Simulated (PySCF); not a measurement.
Run record: excited-state job, `C[SiH2]O[Si@@H](C)Br`.

Method: TDDFT B3LYP/def2-SVPD, vertical, gas phase, core orbitals frozen in the response (PySCF 2.14.0, density-fitted response routines). Geometry: GFN2-xTB. The command runs a driver script over a list of jobs; the input below is this job's line of settings and its coordinates in Å.

Command:
```bash
OMP_NUM_THREADS=1 python probes_run.py task.json out
```

Input:
```
{"job": {"kind": "uv", "xc": "B3LYP", "basis": "def2-SVPD", "nstates": 8, "ntriplets": 3}, "charge": 0, "multiplicity": 1}
C     -2.649251     0.159563    -0.421629
Si    -1.412303    -0.975284     0.450316
O      0.033394    -0.212565     0.572362
Si     1.216902     0.791838     0.164015
C      2.864346    -0.120527     0.085155
Br     0.752977     1.570110    -1.857975
H     -3.619797    -0.318444    -0.512596
H     -2.314292     0.422145    -1.422909
H     -2.791279     1.088649     0.126106
H     -1.128610    -2.186774    -0.318492
H     -1.739842    -1.227611     1.851629
H      1.159033     1.941357     1.050913
H      2.841541    -0.929369    -0.642247
H      3.667293     0.554933    -0.197123
H      3.115474    -0.550035     1.050563
```

Question: What does the run print?

Answer: 
```
coarse grid: 57944 points
cycle   1  E = -3309.4607268853  dE = -6.410e-01  |g| = 8.881e-01  |ddm| = 6.087e+00
cycle   2  E = -3309.1640471678  dE =  2.967e-01  |g| = 1.498e+00  |ddm| = 2.488e+00
cycle   3  E = -3309.6109101531  dE = -4.469e-01  |g| = 1.893e-01  |ddm| = 1.624e+00
cycle   4  E = -3309.6187981926  dE = -7.888e-03  |g| = 5.795e-02  |ddm| = 3.364e-01
cycle   5  E = -3309.6196319779  dE = -8.338e-04  |g| = 9.068e-03  |ddm| = 8.430e-02
cycle   6  E = -3309.6196504734  dE = -1.850e-05  |g| = 2.346e-03  |ddm| = 2.325e-02
cycle   7  E = -3309.6196518607  dE = -1.387e-06  |g| = 5.374e-04  |ddm| = 4.589e-03
final grid: 118904 points
cycle   8  E = -3309.6196990329  dE = -5.928e-08  |g| = 6.662e-04  |ddm| = 1.189e-02
cycle   9  E = -3309.6196989465  dE =  8.639e-08  |g| = 9.012e-04  |ddm| = 2.508e-03
cycle  10  E = -3309.6196991313  dE = -1.848e-07  |g| = 1.157e-04  |ddm| = 1.394e-03
cycle  11  E = -3309.6196991337  dE = -2.385e-09  |g| = 1.017e-05  |ddm| = 1.156e-04
cycle  12  E = -3309.6196991337  dE = -1.910e-11  |g| = 3.588e-06  |ddm| = 2.273e-05
converged SCF energy = -3309.6196991337

Static polarisability (au): isotropic 98.904, principal 86.621 102.599 107.491

Singlet excitations
state   eV       nm        f      main configurations
  1   7.0538    175.8   0.01973   H->L 0.51, H->L+1 0.33, H->L+2 0.13
  2   7.1973    172.3   0.02477   H->L+1 0.41, H->L 0.41, H->L+2 0.09
  3   7.2450    171.1   0.01193   H-1->L 0.56, H-1->L+1 0.29, H-1->L+2 0.09
  4   7.3459    168.8   0.05332   H-1->L+1 0.43, H-1->L 0.33, H-1->L+2 0.12
  5   7.4276    166.9   0.03060   H->L+2 0.56, H->L+1 0.23, H->L+3 0.11
  6   7.5386    164.5   0.00854   H-2->L 0.61, H-1->L+2 0.13, H-1->L+1 0.09
  7   7.5741    163.7   0.00239   H-1->L+2 0.48, H-1->L+1 0.15, H-2->L 0.15
  8   7.6656    161.7   0.02070   H->L+3 0.69, H->L+2 0.15

Triplet excitations (Tamm-Dancoff, eV): 6.7296 6.9046 7.0180
```

The SCF starts on a coarse grid where the log names one; the energy can jump when the final grid takes over, and dE then counts from the start density on the new grid. H and L stand for HOMO and LUMO; the number after each pair is its weight.

Question: Give S1 in cm⁻¹ and kJ/mol.

Answer: 7.0538 eV × 8065.54 = 56893 cm⁻¹; × 96.485 = 680.6 kJ/mol.

Question: How does the lowest singlet excitation compare with the HOMO–LUMO gap?

Answer: HOMO -7.87 eV and LUMO 0.10 eV give a gap of 7.97 eV; S1 at 7.05 eV lies 0.92 eV below it.

Main results: HOMO -7.87 eV, LUMO 0.10 eV; lowest singlet 7.05 eV; lowest triplet 6.73 eV (Tamm–Dancoff); mean polarisability 98.9 au.

 Relativistic effects, spin–orbit coupling among them, are left out although an element past zinc is present.

Question: How long does this job take on one thread of an Arm Neoverse N1, shared host with 64 logical CPUs at a one-minute load of 60? And the peak memory of the process?

Answer: About 88 s, with 1.0 GiB resident at the peak, the Python interpreter and its libraries included.

One conformer stands for the species.
Labels such as C1 count atoms from 1, the log's own numbers from 0.
